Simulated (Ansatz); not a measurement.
mer-[FeF3(NH3)3]- (FeN₃F₃H₉⁻). Charge -1, multiplicity 1. Geometry B3LYP-D4/def2-SVPD.

Cartesian coordinates in Å:
```
Fe -0.0522 0.0772 0.2406
F 0.7709 -1.7440 0.5850
F -0.7931 1.7754 -0.4486
F -0.3956 0.5197 2.1545
N 0.3876 -0.5797 -1.6546
H 1.0946 -0.0604 -2.1674
H -0.4003 -0.7590 -2.2708
H 0.7641 -1.4470 -1.2440
N -1.9509 -0.6347 0.3718
H -2.5938 -0.0241 -0.1271
H -1.9468 -0.3916 1.3697
H -2.1729 -1.6178 0.2410
N 1.6742 1.0780 0.6223
H 1.6353 1.9890 0.1705
H 2.5941 0.6513 0.5537
H 1.3848 1.1676 1.6033
```

The restricted singlet is unstable towards broken spin symmetry in Hartree–Fock (as tested in another run); at HF/def2-TZVPD this wasn't settled. At PBE-D4/def2-SVPD the restricted singlet is unstable: a solution with broken spin symmetry lies lower. At PBE-D4/def2-SVPD, BLYP-D4/def2-TZVPD, r2SCANh-D4/def2-TZVPD, PBE0-D4/def2-SVPD the highest occupied level of the charge -1 singlet lies above zero (up to 2.57 eV). The electron is either unbound and held by the finite basis, or the level is raised by self-interaction error. The restricted singlet is unstable towards broken spin symmetry at other levels; at BLYP-D4/def2-TZVPD, r2SCANh-D4/def2-TZVPD, PBE0-D4/def2-SVPD this wasn't settled. The geometry of the singlet was relaxed on an unsound state (restricted singlet, unstable towards broken spin symmetry at other levels and untested here). At PBE0-D4/def2-TZVPD a quintet of charge -1 lies 1.73 eV below the restricted singlet, each at its own geometry.

Question: Estimate the orbital energies around the gap (eV) in Ansatz with HF/def2-TZVPD, PBE-D4/def2-SVPD, BLYP-D4/def2-TZVPD, r2SCANh-D4/def2-TZVPD, PBE0-D4/def2-SVPD.

Answer: 
```
orbital  HF/def2-TZVPD  PBE-D4/def2-SVPD  BLYP-D4/def2-TZVPD  r2SCANh-D4/def2-TZVPD  PBE0-D4/def2-SVPD
 HOMO−9          -8.76             -2.23               -2.28                  -3.12              -3.95
 HOMO−8          -8.60             -2.00               -2.05                  -2.87              -3.68
 HOMO−7          -8.46             -1.85               -1.90                  -2.78              -3.61
 HOMO−6          -8.31             -1.81               -1.86                  -2.71              -3.49
 HOMO−5          -8.12             -1.56               -1.61                  -2.48              -3.26
 HOMO−4          -7.83             -1.48               -1.54                  -2.36              -3.14
 HOMO−3          -7.79             -1.23               -1.30                  -2.12              -2.91
 HOMO−2          -6.80              2.05                1.87                   0.87              -0.27
 HOMO−1          -6.50              2.31                2.13                   1.12              -0.03
   HOMO          -6.33              2.57                2.37                   1.34               0.17
   LUMO           4.60              2.70                2.49                   3.31               3.37
 LUMO+1           4.67              3.25                2.85                   3.61               3.89
 LUMO+2           5.57              3.57                3.20                   4.16               4.54
 LUMO+3           5.70              3.91                3.85                   4.61               5.01
 LUMO+4           6.48              4.17                3.91                   5.02               5.65
 LUMO+5           6.92              4.40                3.99                   5.26               5.99
```
